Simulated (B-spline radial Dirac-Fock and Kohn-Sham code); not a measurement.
## Zn⁺: non-radiative channels of the L2 vacancy

System: the Zn⁺ ion, 1s2 2s2 2p6 3s2 3p6 3d10 4s1.

Input file task.json (cfg lists n, l and occupation; rrms is the nuclear radius in fm):

```json
{"items": [{
  "Z": 30,
  "q": 1,
  "cfg": [[1, 0, 2], [2, 0, 2], [2, 1, 6], [3, 0, 2], [3, 1, 6], [3, 2, 10], [4, 0, 1]],
  "A": 64,
  "rrms": 3.9283,
  "do": ["binding", "quiet", "decay"],
  "holes": ["K", "L1", "L2", "L3", "M1", "M2", "M3", "M4", "M5"]
}]}
```

Command: `python xray_run.py task.json out`

Calculated with a radial B-spline solver, using one-electron (LDA, Dirac) transition rates at Dirac-Fock energies. Kinetic energies are configuration averages from the vacuum level; the two-hole energies are estimated from single-hole states.

| transition | kinetic energy (eV) | width (meV) | share (%) |
| --- | --- | --- | --- |
| L2-M1M1 | – | 2.27 | 0.3 |
| L2-M1M2 | – | 42.7 | 6.3 |
| L2-M1M3 | – | 3.43 | 0.5 |
| L2-M2M2 | 818.4 | 37.0 | 5.5 |
| L2-M2M3 | 823.2 | 128 | 19.0 |
| L2-M3M3 | 825.7 | 3.55 | 0.5 |
| L2-M1M4 | – | 2.26 | 0.3 |
| L2-M1M5 | – | 4.77 | 0.7 |
| L2-M2M5 | 906.1 | 92.8 | 13.7 |
| L2-M2M4 | 908.2 | 48.4 | 7.1 |
| L2-M3M4 | 909.1 | 57.9 | 8.5 |
| L2-M3M5 | 910.7 | 8.30 | 1.2 |
| L2-M4M4 | 992.1 | 42.2 | 6.2 |
| L2-M4M5 | 992.1 | 191 | 28.3 |
| L2-M5M5 | 992.7 | 8.91 | 1.3 |

A dash stands for an energy that rests on an unreliable hole state.

The listed channels hold 100 % of the non-radiative rate. Summed by principal shells, of 0.677 eV in all: LMM 99.6 %, LMN 0.4 %.
